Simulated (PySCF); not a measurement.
CHOS, SMILES [OH+]=C=S, charge +1. Atoms are numbered in the order given.

```xyz
4

O     -0.1074    -1.6248     0.0000
C      0.0052    -0.3989     0.0000
S      0.0082     1.0989     0.0000
H      0.6974    -2.1907     0.0000
```
Charge +1, spin multiplicity 1.

Geometry: B3LYP-D3(BJ)/def2-TZVP. The isomer is the one that the SMILES or the coordinates give; other isomers of the formula were not compared.

The numbers are results of KT2/pcSseg-2 (PySCF), not measurements.

GIAO shieldings, no solvent; atoms alike by connectivity are averaged. δ = σ(ref) − σ: ¹⁷O against H2O (σ = 324.0 ppm); ¹³C against TMS (σ = 184.2 ppm); ³³S against H2S (σ = 720.7 ppm); ¹H against TMS (σ = 31.47 ppm), references at their B3LYP-D3(BJ)/def2-TZVP geometries, non-relativistic.

| nucleus | atoms | count | δ (ppm) |
|---|---|---|---|
| ¹⁷O | O1 | 1 | 128.2 |
| ¹³C | C2 | 1 | 150.9 |
| ³³S | S3 | 1 | 77.2 |
| ¹H | H4 | 1 | 8.71 |
